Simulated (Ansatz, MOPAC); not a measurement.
System: C3H6O, net charge 0, singlet state. SMILES: C(C=C)O
Structure (B3LYP-D3(BJ)/def2-TZVP (Ansatz, a first-principles code) minimum search):
```xyz
10

C      1.6892    -0.3896    -0.5271
C      0.7546     0.1540     0.2425
C     -0.6261     0.4924    -0.2244
O     -1.6295    -0.1713     0.5449
H      1.5002    -0.6114    -1.5719
H      2.6760    -0.6245    -0.1493
H      0.9599     0.3622     1.2888
H     -0.7297     0.2642    -1.2921
H     -0.8254     1.5579    -0.0904
H     -1.4513    -1.1180     0.5094
```
Charge 0, spin multiplicity 1.

Quantity: size of the dipole moment, in D. Set-up: non-relativistic; spin-orbit terms left out; 6-311+G** with 5d; no dispersion term unless named; six Cartesian d functions in 6-31G* and its kin unless marked 5d; LANL2DZ all-electron up to Ne. First-principles rows: single points at B3LYP-D3(BJ) geometries (Ansatz). Semi-empirical rows: dipoles at the shared geometry.

Measured values: NIST CCCBDB, as tabulated in the package chemicals; dipoles are vibrational averages and may belong to another conformer or a mix. 

Value to compare with, the measured value: 1.60 D.

| level | program | size of the dipole moment (D) | error |
|---|---|---|---|
| PM3 | MOPAC | 1.57 | -0.03 |
| PBE/LANL2DZ | Ansatz | 1.89 | 0.29 |
| B3LYP/6-31G* | Ansatz | 1.59 | -0.01 |
| B3LYP/6-31+G* | Ansatz | 1.80 | 0.20 |
| B3LYP/6-311+G** | Ansatz | 1.75 | 0.15 |
| PBE0/6-311+G** | Ansatz | 1.74 | 0.14 |

Among the 6 habitual levels, PBE/LANL2DZ lies farthest from the measured value (0.29 D); 4 of 6 lie above it, and their mean absolute error is 0.14 D, the median 0.15. One case shows no general order.

The levels are drawn from those run, B3LYP/6-31G* more often than the rest, none by its result; left out are runs that failed, that the program found above a lower state of the same kind, or whose <S^2> lies over 0.5 above the pure value.
